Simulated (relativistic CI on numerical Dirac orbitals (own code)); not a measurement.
Calculated levels, Ru33+

These numbers are calculated, not measured: Dirac-Coulomb-Breit CI, KLI orbitals optimised for each configuration, model QED (radiative potential, 1s self-energy scaled to tabulated hydrogen-like ionisation energies), unscaled Slater integrals (own radial code, finite nucleus).

Configurations in the expansion (outside the closed core [Ne]): 3s, 3p, 3d, 4s, 4p, 4d, 4f, 5s, 5p, 5d, 5f, 5g, 6s, 6p, 6d. Levels of other configurations are missing.

The lowest level is 3s 2S_1/2, with 100 % of that term; Hund's rules for 3s give 2S with J = 1/2, in agreement.

| No. | Configuration | Term | J | E (Ry) | % | Next component (%) |
| --- | --- | --- | --- | --- | --- | --- |
| 1 | 3s | 2S | 1/2 | 0.000 | 100 |  |
| 2 | 3p | 2P° | 1/2 | 5.518 | 100 |  |
| 3 | 3p | 2P° | 3/2 | 7.963 | 100 |  |
| 4 | 3d | 2D | 3/2 | 15.157 | 100 |  |
| 5 | 3d | 2D | 5/2 | 15.669 | 100 |  |
| 6 | 4s | 2S | 1/2 | 67.774 | 100 |  |
| 7 | 4p | 2P° | 1/2 | 70.043 | 100 |  |
| 8 | 4p | 2P° | 3/2 | 71.029 | 100 |  |
| 9 | 4d | 2D | 3/2 | 73.736 | 100 |  |
| 10 | 4d | 2D | 5/2 | 73.960 | 100 |  |
| 11 | 4f | 2F° | 5/2 | 75.355 | 100 |  |
| 12 | 4f | 2F° | 7/2 | 75.448 | 100 |  |
| 13 | 5s | 2S | 1/2 | 97.699 | 100 |  |
| 14 | 5p | 2P° | 1/2 | 98.838 | 100 |  |
| 15 | 5p | 2P° | 3/2 | 99.332 | 100 |  |
| 16 | 5d | 2D | 3/2 | 100.652 | 100 |  |
| 17 | 5d | 2D | 5/2 | 100.768 | 100 |  |
| 18 | 5f | 2F° | 5/2 | 101.459 | 100 |  |
| 19 | 5f | 2F° | 7/2 | 101.507 | 100 |  |
| 20 | 5g | 2G | 7/2 | 101.593 | 100 |  |
| 21 | 5g | 2G | 9/2 | 101.621 | 100 |  |
| 22 | 6s | 2S | 1/2 | 113.518 | 100 |  |
| 23 | 6p | 2P° | 1/2 | 114.168 | 100 |  |
| 24 | 6p | 2P° | 3/2 | 114.449 | 100 |  |
| 25 | 6d | 2D | 3/2 | 115.193 | 100 |  |
| 26 | 6d | 2D | 5/2 | 115.261 | 100 |  |

Energies count from the lowest computed level; ° marks odd parity.

The mean weight of the leading LS term, summed over parents, in these 26 levels is 100 %, and that of the leading jj configuration (from the same eigenvectors) 100 %.

At this charge energies of transitions that change n are usually good to better than 1 %, and those within a shell (Δn = 0) to a few per cent.
